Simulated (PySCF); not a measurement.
## Selenium: highly charged ions in a basis for the neutral atom

Se¹⁶⁺ [Ar], Se¹⁷⁺ [Ne] 3s2 3p5. Calculation: PySCF 2.14, in cc-pVDZ-DK (5s4p2d, 27 functions); the spin-free X2C one-electron Hamiltonian (Gaussian nucleus). No spin-orbit coupling, so a gap to NIST mixes the basis error with missing relativistic terms.

Changed run: basis of the neutral atom used for a highly charged ion. This setting is unsound on purpose.

```json
{"species": "Se¹⁶⁺", "method": "UHF", "sound run (hartree)": "not run", "changed run (hartree)": "-2296.67966", "converged": "yes"}
{"species": "Se¹⁶⁺", "method": "PBE", "sound run (hartree)": "not run", "changed run (hartree)": "-2297.23697", "converged": "yes"}
{"species": "Se¹⁶⁺", "method": "r2SCAN", "sound run (hartree)": "not run", "changed run (hartree)": "-2297.54672", "converged": "yes"}
{"species": "Se¹⁷⁺", "method": "UHF", "sound run (hartree)": "not run", "changed run (hartree)": "-2272.50342", "converged": "yes"}
{"species": "Se¹⁷⁺", "method": "PBE", "sound run (hartree)": "not run", "changed run (hartree)": "-2273.01171", "converged": "yes"}
{"species": "Se¹⁷⁺", "method": "r2SCAN", "sound run (hartree)": "not run", "changed run (hartree)": "-2273.30464", "converged": "yes"}
```

Ionisation energy of Se¹⁶⁺:

```tsv
method	changed run (eV)	NIST (eV)
UHF	657.87	650.5 ± 2.1
PBE	659.20	650.5 ± 2.1
r2SCAN	659.66	650.5 ± 2.1
```

The contracted functions were made for the neutral atom and can be too rigid for a highly charged ion.
